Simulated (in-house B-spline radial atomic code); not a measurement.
Results of a calculation; reference values are marked as such.
# Weak and strong correlation along the adiabatic connection

Two-electron singlets in several external potentials (atomic units), by full CI in B-splines with partial waves to l = 8 (correlation energies up to 0.6 % small). The repulsion is scaled by λ at fixed density; W(λ) is the mean repulsion less the Hartree energy, W(0) = E_x, and the area under W from 0 to 1 is E_xc.

One system gave this curve:

```
   λ  W (hartree)
   0      -5.4024
0.02      -5.4043
0.05      -5.4071
0.12      -5.4135
0.25      -5.4255
 0.4      -5.4391
 0.6       -5.457
 0.8      -5.4746
   1      -5.4919
 1.4      -5.5257
   2      -5.5744
   3      -5.6506
 4.5      -5.7547
   7      -5.9052
  10      -6.0556
```

Q: Which system is it?
A. −Z/r, Z = 1, wall at 1.4 bohr
B. −Z/r, Z = 9
C. empty sphere, radius 0.806 bohr
D. −Z/r, Z = 1.6

A: B. The exchange energy sets the size: −Z/r, Z = 9: E_x = -5.4, E_c = -0.0454; empty sphere, radius 0.806 bohr: E_x = -2.19, E_c = -0.0516; −Z/r, Z = 1, wall at 1.4 bohr: E_x = -1.36, E_c = -0.0454; −Z/r, Z = 1.6: E_x = -0.773, E_c = -0.0411 hartree.
